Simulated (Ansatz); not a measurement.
The first iterations of a band of CH4NOSi (8 atoms, charge 1, multiplicity 1).

Method: Ansatz, RKS B3LYP-D4/6-31G.

| Quantity | Value |
| --- | --- |
| movable images | 9 |
| climbing image | yes |
| spring | 5.0 eV/Å² |
| optimiser | quadratic models (default) |
| start path | IDPP |
| force threshold | 0.03 eV/Å |
| iteration limit | 60 |
| end points | as typed, not relaxed |

Initial state:

```xyz
8
Properties=species:S:1:pos:R:3
O -1.619 1.377 0.585
C -0.418 1.030 0.322
N -0.101 -0.167 -0.027
Si 1.099 -1.224 -0.472
H -2.281 0.663 0.501
H 0.289 1.857 0.429
H 2.527 -1.009 -0.665
H 0.503 -2.528 -0.672
```

Final state:

```xyz
8
Properties=species:S:1:pos:R:3
O -1.671 1.319 0.582
C -0.468 0.979 0.317
N -0.145 -0.217 -0.031
Si 1.061 -1.267 -0.477
H -2.329 0.600 0.500
H 0.234 1.809 0.422
H 1.011 -2.689 -0.790
H 2.308 -0.533 -0.522
```

| iteration | highest image above the first end (eV) | largest band force component (eV/Å) |
| --- | --- | --- |
| 1 | 0.164 | 1.987 |
| 2 | 0.164 | 0.956 |
| 3 | 0.164 | 1.593 |
| 4 | 0.164 | 0.627 |
| 5 | 0.164 | 0.906 |
| 6 | 0.164 | 0.531 |
| 7 | 0.164 | 0.246 |
| 8 | 0.164 | 0.284 |
| 9 | 0.164 | 0.542 |
| 10 | 0.164 | 1.327 |
| 11 | 0.164 | 1.609 |
| 12 | 0.164 | 1.879 |
| 13 | 0.164 | 1.310 |
| 14 | 0.164 | 1.126 |
| 15 | 0.164 | 0.778 |
| 16 | 0.164 | 0.580 |
| 17 | 0.164 | 0.302 |
| 18 | 0.164 | 0.231 |
| 19 | 0.164 | 0.284 |
| 20 | 0.164 | 0.431 |

Question: Does the band converge within its limit, and where does its top end?

Answer: It did not converge within its limit. It ended after 60 iterations with the highest image 0.164 eV above the first end. The band didn't meet its force threshold, so its energies are provisional: the largest band force was still 6.63 eV/Å, and over the last iterations the top stayed at 0.16 eV. Neighbouring images lie up to 3.5 Å apart, so the band is torn or far too coarse. The end points aren't both relaxed to the band's threshold either. Inner images lie below an end point, which means an intermediate or an end that isn't the lowest structure nearby. Limits of this set-up: no polarisation functions, the dipole of an ion depends on the origin.

Time of the run: 16 min on 1 thread of Arm Neoverse V1 (shared host), peak memory 0.11 GiB.
